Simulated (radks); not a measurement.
The numbers below are computed, except where a source is named.
Initial-state core-level shifts of the palladium ion Pd3+ when its valence configuration changes from [Kr] 4d7. Code: a radial shooting solver on a logarithmic mesh with Libxc functionals. Model: Dirac Kohn-Sham, BLYP, spin-unpolarised, spherical densities, finite nucleus; open shells are shared between the two j in proportion to 2j + 1; Fermi nuclear charge, rms radius 4.5318 fm. Shifts are changes of the shell-averaged eigenvalues in eV (positive: less bound); the change of the density at the nucleus, which sets a Mossbauer isomer shift, is in e/bohr^3, on a base of 1.328e+05.

[
 {"valence": "4d6 5p1", "2s": "-7.470", "3s": "-7.250", "3d": "-7.294", "4p": "-6.160", "density at nucleus": "+5.47"},
 {"valence": "4d5.5 5s0.5 5p1", "2s": "-10.752", "3s": "-10.386", "3d": "-10.458", "4p": "-8.688", "density at nucleus": "+27.51"},
 {"valence": "4d3.5 5s0.5 5p3", "2s": "-27.104", "3s": "-25.996", "3d": "-26.202", "4p": "-21.195", "density at nucleus": "+45.76"},
 {"valence": "4d6 5s1", "2s": "-6.261", "3s": "-6.023", "3d": "-6.070", "4p": "-4.973", "density at nucleus": "+41.27"},
 {"valence": "4d6.5 5p0.5", "2s": "-3.685", "3s": "-3.583", "3d": "-3.604", "4p": "-3.068", "density at nucleus": "+2.61"},
 {"valence": "4d4.5 5s0.5 5p2", "2s": "-18.770", "3s": "-18.072", "3d": "-18.206", "4p": "-14.941", "density at nucleus": "+36.16"},
 {"valence": "4d2.5 5s1.5 5p3", "2s": "-34.659", "3s": "-33.045", "3d": "-33.335", "4p": "-26.420", "density at nucleus": "+103.69"},
 {"valence": "4d3.5 5s1.5 5p2", "2s": "-25.983", "3s": "-24.861", "3d": "-25.068", "4p": "-20.132", "density at nucleus": "+89.66"},
 {"valence": "4d3.5 5p3.5", "2s": "-27.657", "3s": "-26.557", "3d": "-26.762", "4p": "-21.719", "density at nucleus": "+23.36"}
]
